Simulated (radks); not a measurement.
Ionisation of neutral selenium, [Ar] 3d10 4s2 4p4, to [Ar] 3d10 4s2 4p3 as the strength of local exchange is varied. All-electron calculation, Dirac Kohn-Sham, Slater X-alpha exchange (alpha = 2/3 is LDA exchange), no correlation, spin-unpolarised, spherical densities, point nucleus; open shells fill j = l - 1/2 first. Program: a radial shooting solver on a logarithmic mesh with Libxc functionals.

| alpha | E(Se) (hartree) | exchange (hartree) | IE (eV) | -e of the level emptied (eV) | <r> of it (bohr) |
|---|---|---|---|---|---|
| 0.584 | -2413.79334 | -71.14898 | 8.797 | 4.656 (4p3/2) | 2.418 |
| 0.646 | -2421.35861 | -78.94786 | 9.406 | 5.181 (4p3/2) | 2.372 |
| 0.667 | -2423.92638 | -81.60003 | 9.616 | 5.364 (4p3/2) | 2.357 |
| 0.737 | -2432.50509 | -90.47931 | 10.332 | 5.991 (4p3/2) | 2.309 |
| 0.832 | -2444.19552 | -102.62489 | 11.341 | 6.885 (4p3/2) | 2.248 |
| 1.022 | -2467.74152 | -127.24386 | 13.484 | 8.817 (4p3/2) | 2.140 |

NIST Atomic Spectra Database: 9.752 eV (measured). The Delta-SCF value meets it near alpha = 0.68. Spin polarisation and multiplet splitting are left out, so open shells lie too high by an amount that depends on their filling.

Beside tabulated values, note that spin-unpolarised runs miss the spin-polarisation part of the exchange energy of open shells.
